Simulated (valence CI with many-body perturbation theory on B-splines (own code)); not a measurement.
**Sn19+: electric-dipole lines**

Computed by valence CI with perturbative core correlation (CI+MBPT): three valence electrons over a frozen Dirac-Fock core [Ar] 3d10, a basis of 11 s, 11 p, 10 d, 8 f, 5 g, 2 h functions for each j, with the one-electron correlation potential Σ1 (screened to all orders), the two-electron term Σ2, the three-electron term Σ3, Breit, model QED; selected single and double excitations, second order for the rest, scaled by the run's own slope (own B-spline code, finite nucleus).

No measured levels were compared; by estimate levels hold to about 250 cm⁻¹ or 0.2 % of their energy and the worst to 1 %, as in measured heavy ions of charge 2 to 7; those with d or f electrons hold less well.

Lines 151 to 200 of 557 in falling wavelength, among levels below 2244300 cm⁻¹, chosen from the strongest by gf and those to the six lowest levels. Wavelengths and rates use the calculated energies, so an error of 2000 cm⁻¹ moves a line at 196.2 Å by 0.39 % and its rate by three times that or more. Electric multipoles are in the length gauge, E1 and E2 with the static RPA response of the core. Weak lines are less certain than strong ones. Lines between different terms over intervals too small for the method are left out, as are lines whose strength nearly cancels. Where a level lies close to another of its J and parity, the split of strength between their lines is uncertain. The highest levels of a list are the least certain.

Names give the largest LS component (configuration and term), which can be under half, so a name can repeat, a term be missing and a line seem to break the LS rules; names also repeat where a configuration has a term twice. Letters in brackets count levels of one name in rising energy.

| λ vac (Å) | Upper | Lower | A (s⁻¹) | log gf | Branch % |
| --- | --- | --- | --- | --- | --- |
| 196.2 | 4s 4p 4d 4F°_3/2 | 4s 4p2 2D_3/2 | 2.40e+09 | -1.26 | 30.2 |
| 195.2 | 4s 4p 4d 2D°_3/2 [b] | 4s2 4d 2D_3/2 | 5.09e+10 | 0.07 | 19.3 |
| 194.5 | 4s 4p 4f 2G_7/2 [b] | 4s2 4f 2F°_7/2 | 1.33e+10 | -0.22 | 4.0 |
| 194.4 | 4s 4p 4f 2G_7/2 [b] | 4s2 4f 2F°_5/2 | 7.27e+10 | 0.52 | 21.6 |
| 191.6 | 4p2 4f 4G°_11/2 | 4s 4p 4f 4F_9/2 [a] | 6.15e+09 | -0.39 | 3.0 |
| 189.9 | 4s 4p 4d 4F°_5/2 | 4s 4p2 2D_3/2 | 5.66e+07 | -2.74 | 0.5 |
| 189.0 | 4s 4d2 4F_9/2 | 4s 4p 4d 2F°_7/2 [b] | 6.34e+09 | -0.47 | 6.3 |
| 186.4 | 4p3 2P°_3/2 [b] | 4s 4p2 2D_3/2 | 5.44e+09 | -0.95 | 9.3 |
| 184.1 | 4s 4d2 2G_9/2 | 4s 4p 4d 2F°_7/2 [b] | 1.28e+10 | -0.19 | 13.0 |
| 180.8 | 4p3 4S°_3/2 | 4s 4p2 4P_1/2 | 8.70e+09 | -0.77 | 13.7 |
| 179.9 | 4p3 2P°_1/2 | 4s 4p2 4P_3/2 | 5.01e+08 | -2.31 | 0.9 |
| 179.1 | 4p2 4f 2G°_9/2 [b] | 4p2 4d 2F_7/2 [b] | 9.28e+09 | -0.35 | 6.4 |
| 178.3 | 4s 4p 4d 4F°_3/2 | 4s 4p2 4P_5/2 | 2.38e+08 | -2.34 | 3.0 |
| 178.2 | 4s 4d2 2F_5/2 | 4s 4p 4d 2D°_3/2 [b] | 1.43e+10 | -0.39 | 7.8 |
| 177.2 | 4s 4d2 2F_7/2 | 4s 4p 4d 2D°_5/2 [b] | 9.11e+09 | -0.46 | 5.3 |
| 176.8 | 4s 4p 4d 2P°_3/2 [a] | 4s 4p2 2P_3/2 | 1.70e+10 | -0.50 | 8.9 |
| 176.7 | 4p2 4d 2P_3/2 [a] | 4p3 2D°_5/2 | 1.72e+10 | -0.49 | 28.0 |
| 176.4 | 4s 4p 4f 2F_7/2 [a] | 4s 4p 4d 2F°_5/2 [b] | 2.16e+10 | -0.09 | 12.2 |
| 176.3 | 4p 4d2 4G°_9/2 | 4p2 4d 2G_7/2 | 9.53e+09 | -0.35 | 29.8 |
| 176.1 | 4s 4p 4d 4P°_5/2 | 4s 4p2 2D_3/2 | 1.05e+09 | -1.53 | 1.0 |
| 176.1 | 4s 4d2 2D_3/2 | 4s 4p 4d 2F°_5/2 [b] | 1.79e+10 | -0.48 | 8.0 |
| 173.9 | 4s 4p 4d 4D°_3/2 | 4s 4p2 2D_3/2 | 8.40e+09 | -0.82 | 5.3 |
| 173.2 | 4p 4d2 2H°_9/2 | 4p2 4d 4F_9/2 | 1.09e+10 | -0.31 | 28.2 |
| 173.1 | 4p 4d2 4G°_11/2 [b] | 4p2 4d 2G_9/2 | 6.40e+09 | -0.46 | 15.6 |
| 173.0 | 4s 4p 4d 4F°_5/2 | 4s 4p2 4P_5/2 | 6.42e+09 | -0.76 | 52.0 |
| 171.5 | 4s 4p2 2S_1/2 | 4s2 4p 2P°_1/2 | 4.44e+09 | -1.41 | 7.7 |
| 170.0 | 4s 4p 4d 4F°_3/2 | 4s 4p2 4P_3/2 | 3.26e+09 | -1.25 | 41.1 |
| 169.9 | 4p 4d2 4D°_5/2 [a] | 4p2 4d 2G_7/2 | 1.48e+10 | -0.42 | 14.0 |
| 169.6 | 4s 4p 4d 2D°_3/2 [a] | 4s 4p2 2P_1/2 | 2.80e+10 | -0.32 | 20.2 |
| 169.4 | 4s 4p 4f 2F_7/2 [a] | 4s 4p 4d 2F°_7/2 [a] | 1.28e+10 | -0.36 | 7.2 |
| 169.2 | 4s 4p2 2P_3/2 | 4s2 4p 2P°_1/2 | 1.75e+10 | -0.52 | 17.0 |
| 168.4 | 4p 4d2 4D°_7/2 [b] | 4p2 4d 2F_7/2 [b] | 1.10e+10 | -0.43 | 4.1 |
| 167.8 | 4s 4p 4f 4F_9/2 [a] | 4s 4p 4d 4F°_9/2 | 1.54e+10 | -0.19 | 19.2 |
| 166.8 | 4s 4p 4d 4D°_7/2 | 4s 4p2 2D_5/2 | 1.31e+10 | -0.36 | 8.1 |
| 166.4 | 4p 4d2 2H°_9/2 | 4p2 4d 2F_7/2 [a] | 1.32e+10 | -0.26 | 34.4 |
| 166.0 | 4s 4d2 2F_5/2 | 4s 4p 4d 2F°_5/2 [b] | 4.96e+10 | 0.09 | 27.1 |
| 165.9 | 4p2 4f 2G°_9/2 [b] | 4p2 4d 2G_9/2 | 1.46e+10 | -0.22 | 10.0 |
| 165.7 | 4p2 4d 4D_3/2 | 4p3 4S°_3/2 | 2.87e+10 | -0.33 | 33.6 |
| 165.6 | 4s 4p 4f 2F_7/2 [b] | 4s 4p 4d 2F°_7/2 [b] | 3.04e+10 | 0.00 | 15.3 |
| 165.5 | 4p2 4f 2G°_7/2 [b] | 4p2 4d 2G_7/2 | 1.10e+10 | -0.44 | 12.1 |
| 165.2 | 4s 4p 4d 4F°_5/2 | 4s 4p2 4P_3/2 | 4.29e+09 | -0.98 | 34.8 |
| 165.0 | 4s 4p 4d 4F°_7/2 | 4s 4p2 4P_5/2 | 1.84e+10 | -0.22 | 96.3 |
| 165.0 | 4p2 4f 2F°_5/2 [c] | 4p2 4d 2D_5/2 [b] | 1.48e+10 | -0.44 | 7.4 |
| 164.5 | 4p 4d2 4D°_5/2 [a] | 4p2 4d 4D_5/2 | 1.74e+10 | -0.37 | 16.5 |
| 164.4 | 4p 4d2 4F°_9/2 | 4p2 4d 2G_9/2 | 8.94e+09 | -0.44 | 3.8 |
| 164.4 | 4p 4d2 2D°_3/2 [a] | 4p2 4d 2P_3/2 [a] | 2.04e+10 | -0.48 | 22.8 |
| 164.2 | 4p 4d2 4G°_5/2 [b] | 4p2 4d 2F_5/2 [a] | 1.98e+10 | -0.32 | 27.9 |
| 164.1 | 4p3 2P°_1/2 | 4s 4p2 4P_1/2 | 4.37e+08 | -2.45 | 0.8 |
| 163.9 | 4s 4d2 2P_3/2 [a] | 4s 4p 4d 2D°_5/2 [b] | 2.55e+10 | -0.39 | 9.3 |
| 163.8 | 4p 4d2 4D°_7/2 [b] | 4p2 4d 2F_5/2 [b] | 1.32e+10 | -0.37 | 4.9 |
